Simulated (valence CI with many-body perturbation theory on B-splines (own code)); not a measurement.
E1 line list for S X

Level of theory: relativistic CI+MBPT: five valence electrons over a frozen Dirac-Fock core [He], a basis of 11 s, 11 p, 10 d, 8 f, 5 g, 2 h functions for each j, with the one-electron correlation potential Σ1, the two-electron term Σ2, the three-electron term Σ3, Breit, model QED; selected CI, second order for the rest, scaled by the run's own slope (own B-spline code, finite nucleus).

No measured spectrum was set against this ion. As an estimate, levels of excited configurations hold to 0.05 to 0.15 % of their energy, terms of the ground configuration to about 0.5 %. Among the levels kept, up to 5000 cm⁻¹ of a level comes from second order outside the variational space, and about a tenth of that is noise between levels of different J, which matters for small intervals.

Lines 51 to 100 of 573 in falling wavelength, among levels below 2810100 cm⁻¹, chosen from the strongest by gf and those to the six lowest levels. Wavelengths and rates use the calculated energies, so an error of 300 cm⁻¹ moves a line at 92.45 nm by 0.28 % and its rate by three times that or more. Electric multipoles are in the length gauge, E1 and E2 with the static RPA response of the core. Weak lines are less certain than strong ones. Lines between different terms over intervals too small for the method are left out, as are lines whose strength nearly cancels. The highest levels of a list are the least certain.

Names give the largest LS component (configuration and term), which can be under half, so a name can repeat, a term be missing and a line seem to break the LS rules; names also repeat where a configuration has a term twice. Letters in brackets count levels of one name in rising energy.

| λ vac (nm) | Upper | Lower | A (s⁻¹) | S (a.u.) with core polarisation | S without |
| --- | --- | --- | --- | --- | --- |
| 92.45 | 2s 2p3 3p 4F_7/2 | 2s 2p3 3s 4D°_5/2 | 9.88e+08 | 3.08e+00 | 3.08e+00 |
| 92.44 | 2s 2p3 3d 4P°_5/2 [a] | 2s 2p3 3p 4P_5/2 [b] | 4.60e+08 | 1.08e+00 | 1.08e+00 |
| 92.14 | 2s 2p3 3p 4F_9/2 | 2s 2p3 3s 4D°_7/2 | 1.02e+09 | 3.92e+00 | 3.93e+00 |
| 92.04 | 2s 2p3 3p 6P_3/2 | 2s 2p3 3s 6S°_5/2 | 9.86e+08 | 1.52e+00 | 1.52e+00 |
| 91.95 | 2s 2p3 3d 4P°_5/2 [a] | 2s 2p3 3p 4P_3/2 [b] | 2.11e+08 | 4.85e-01 | 4.85e-01 |
| 91.36 | 2s 2p3 3p 6P_5/2 | 2s 2p3 3s 6S°_5/2 | 1.01e+09 | 2.28e+00 | 2.28e+00 |
| 91.27 | 2s 2p3 3d 4P°_3/2 [a] | 2s 2p3 3p 4P_1/2 [b] | 2.42e+08 | 3.62e-01 | 3.62e-01 |
| 91.01 | 2s 2p3 3d 4P°_3/2 [a] | 2s 2p3 3p 4P_5/2 [b] | 3.65e+08 | 5.43e-01 | 5.43e-01 |
| 91.00 | 2s 2p3 3d 2D°_5/2 [a] | 2s 2p3 3p 2D_5/2 [a] | 3.82e+08 | 8.52e-01 | 8.52e-01 |
| 90.81 | 2s2 2p2 3p 2F°_7/2 | 2s2 2p2 3s 2D_5/2 | 9.49e+08 | 2.81e+00 | 2.81e+00 |
| 90.40 | 2s2 2p2 3p 4P°_5/2 | 2s2 2p2 3s 4P_5/2 | 7.21e+08 | 1.58e+00 | 1.58e+00 |
| 90.28 | 2s 2p3 3p 6P_7/2 | 2s 2p3 3s 6S°_5/2 | 1.05e+09 | 3.05e+00 | 3.05e+00 |
| 89.77 | 2s 2p3 3d 4P°_1/2 [a] | 2s 2p3 3p 4P_3/2 [b] | 5.67e+08 | 4.05e-01 | 4.05e-01 |
| 89.29 | 2s 2p3 3d 4F°_7/2 [a] | 2s 2p3 3p 4F_7/2 | 1.82e+08 | 5.10e-01 | 5.10e-01 |
| 89.06 | 2s2 2p2 3p 4P°_1/2 | 2s2 2p2 3s 4P_3/2 | 7.79e+08 | 5.43e-01 | 5.43e-01 |
| 88.77 | 2s 2p3 3d 4F°_9/2 [a] | 2s 2p3 3p 4F_9/2 | 3.46e+08 | 1.20e+00 | 1.20e+00 |
| 88.42 | 2s2 2p2 3p 4P°_3/2 | 2s2 2p2 3s 4P_3/2 | 3.16e+08 | 4.31e-01 | 4.31e-01 |
| 87.55 | 2s 2p3 3d 4D°_5/2 [c] | 2s 2p3 3p 4P_5/2 [c] | 2.73e+08 | 5.42e-01 | 5.42e-01 |
| 87.54 | 2s 2p3 3d 4D°_3/2 [c] | 2s 2p3 3p 4P_3/2 [c] | 4.29e+08 | 5.68e-01 | 5.68e-01 |
| 87.50 | 2s 2p3 3d 4D°_7/2 [c] | 2s 2p3 3p 4P_5/2 [c] | 8.25e+08 | 2.18e+00 | 2.18e+00 |
| 87.42 | 2s 2p3 3d 4D°_5/2 [c] | 2s 2p3 3p 4P_3/2 [c] | 5.13e+08 | 1.02e+00 | 1.02e+00 |
| 87.35 | 2s 2p3 3d 2D°_3/2 [a] | 2s 2p3 3p 2D_3/2 [a] | 4.82e+08 | 6.34e-01 | 6.34e-01 |
| 87.30 | 2s 2p3 3d 4D°_1/2 [c] | 2s 2p3 3p 4P_1/2 [c] | 6.88e+08 | 4.52e-01 | 4.52e-01 |
| 87.26 | 2s 2p3 3d 4D°_3/2 [c] | 2s 2p3 3p 4P_1/2 [c] | 3.20e+08 | 4.19e-01 | 4.19e-01 |
| 86.28 | 2s2 2p2 3d 2P_3/2 [b] | 2s2 2p2 3p 2P°_3/2 [b] | 5.82e+08 | 7.38e-01 | 7.38e-01 |
| 86.16 | 2s2 2p2 3p 2P°_3/2 [a] | 2s2 2p2 3s 2P_3/2 | 6.52e+08 | 8.23e-01 | 8.23e-01 |
| 85.23 | 2s 2p3 3p 2D_3/2 [c] | 2s 2p3 3s 2D°_3/2 [b] | 9.54e+08 | 1.17e+00 | 1.17e+00 |
| 85.13 | 2s 2p3 3p 2D_5/2 [c] | 2s 2p3 3s 2D°_5/2 [b] | 9.69e+08 | 1.77e+00 | 1.77e+00 |
| 85.12 | 2s 2p3 3d 4F°_7/2 [a] | 2s 2p3 3p 4D_7/2 [a] | 2.33e+08 | 5.67e-01 | 5.67e-01 |
| 85.06 | 2s2 2p2 3p 2P°_1/2 [c] | 2s2 2p2 3s 2S_1/2 | 1.13e+09 | 6.88e-01 | 6.89e-01 |
| 85.00 | 2s2 2p2 3p 2P°_3/2 [c] | 2s2 2p2 3s 2S_1/2 | 1.13e+09 | 1.36e+00 | 1.37e+00 |
| 84.99 | 2s2 2p2 3p 4P°_3/2 | 2s2 2p2 3s 4P_1/2 | 3.34e+08 | 4.05e-01 | 4.05e-01 |
| 84.98 | 2s 2p3 3d 4F°_9/2 [b] | 2s 2p3 3p 4D_7/2 [b] | 1.17e+09 | 3.54e+00 | 3.54e+00 |
| 84.91 | 2s 2p3 3d 4F°_5/2 [a] | 2s 2p3 3p 4D_5/2 [a] | 3.21e+08 | 5.82e-01 | 5.82e-01 |
| 84.68 | 2s2 2p2 3d 2D_3/2 [b] | 2s2 2p2 3p 2D°_3/2 [b] | 3.74e+08 | 4.48e-01 | 4.48e-01 |
| 84.67 | 2s 2p3 3d 4G°_11/2 | 2s 2p3 3p 4F_9/2 | 1.19e+09 | 4.29e+00 | 4.29e+00 |
| 84.57 | 2s2 2p2 3d 2D_5/2 [b] | 2s2 2p2 3p 2D°_5/2 [b] | 3.58e+08 | 6.41e-01 | 6.41e-01 |
| 84.56 | 2s2 2p2 3d 2D_5/2 [b] | 2s2 2p2 3p 2D°_3/2 [b] | 3.31e+08 | 5.93e-01 | 5.93e-01 |
| 84.47 | 2s 2p3 3d 4F°_3/2 [a] | 2s 2p3 3p 4D_3/2 [a] | 2.79e+08 | 3.32e-01 | 3.32e-01 |
| 84.45 | 2s 2p3 3d 4F°_7/2 [b] | 2s 2p3 3p 4D_7/2 [b] | 1.39e+08 | 3.32e-01 | 3.32e-01 |
| 84.44 | 2s2 2p2 3d 2P_1/2 [b] | 2s2 2p2 3p 2P°_1/2 [b] | 5.31e+08 | 3.15e-01 | 3.15e-01 |
| 84.31 | 2s 2p3 3d 4F°_7/2 [a] | 2s 2p3 3p 4D_5/2 [a] | 6.02e+08 | 1.43e+00 | 1.43e+00 |
| 84.26 | 2s 2p3 3d 4G°_9/2 | 2s 2p3 3p 4F_7/2 | 1.16e+09 | 3.43e+00 | 3.43e+00 |
| 84.24 | 2s 2p3 3d 4F°_3/2 [a] | 2s 2p3 3p 4D_1/2 [a] | 5.19e+08 | 6.13e-01 | 6.13e-01 |
| 84.23 | 2s 2p3 3d 4F°_9/2 [a] | 2s 2p3 3p 4D_7/2 [a] | 7.20e+08 | 2.12e+00 | 2.12e+00 |
| 84.08 | 2s 2p3 3d 4F°_7/2 [b] | 2s 2p3 3p 4D_5/2 [b] | 1.06e+09 | 2.49e+00 | 2.49e+00 |
| 84.08 | 2s 2p3 3d 4F°_5/2 [a] | 2s 2p3 3p 4D_3/2 [a] | 4.98e+08 | 8.76e-01 | 8.76e-01 |
| 83.91 | 2s 2p3 3d 6D°_7/2 | 2s 2p3 3p 6P_7/2 | 4.36e+08 | 1.02e+00 | 1.02e+00 |
| 83.86 | 2s 2p3 3d 6D°_9/2 | 2s 2p3 3p 6P_7/2 | 1.22e+09 | 3.56e+00 | 3.56e+00 |
| 83.82 | 2s 2p3 3d 4G°_7/2 | 2s 2p3 3p 4F_5/2 | 1.12e+09 | 2.61e+00 | 2.61e+00 |
